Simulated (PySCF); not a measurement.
# Correlation energy of O²⁺ (oxygen, charge +2)

[He] 2s2 2p2, high-spin 3P determinant. Calculation: PySCF 2.14, in x2c-SVPall (3s2p1d, 14 functions); scalar relativity by spin-free X2C-1e. Frozen: 1s2; 4 electrons correlated.

MP2 pair energies summed by pair of shells (mhartree):

```
 pair  energy  share (%)
2s-2p  -31.60       57.6
2s-2s  -18.58       33.9
2p-2p   -4.68        8.5
```

Total MP2 correlation energy: -54.86 mhartree.

Same-spin part -7.66 and opposite-spin part -47.20 mhartree; SCS-MP2 scales them by 1/3 and 6/5 to -59.20 mhartree.

```json
{"level": "CCSD", "correlation energy (mhartree)": "-77.58"}
{"level": "(T)", "correlation energy (mhartree)": "-0.63"}
{"level": "CCSD(T)", "correlation energy (mhartree)": "-78.21"}
```

Diagnostics: T1 = 0.0044, D1 = 0.0086, largest double amplitude 0.128.

Cost of the coupled-cluster step: 0.07 s of wall time on 1 thread of Neoverse-V2 (shared host), for 4 correlated electrons.
